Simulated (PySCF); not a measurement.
SbCl₂Br, SMILES [Cl][Sb]([Br])[Cl]. Geometry optimised at r2SCAN-D4/def2-SVP. The def2 effective core potentials stand for the cores of Sb; spin–orbit coupling is left out.

Computed equilibrium geometry at r2SCAN-D4/def2-SVP (PySCF confirms it by a frequency run) as a Z-matrix, and its point group:
point group Cs.
```
Sb
Cl 1 2.3753
Cl 1 2.3753 2 98.02
Br 1 2.5251 2 98.44 3 99.84
```
Charge 0, spin multiplicity 1.
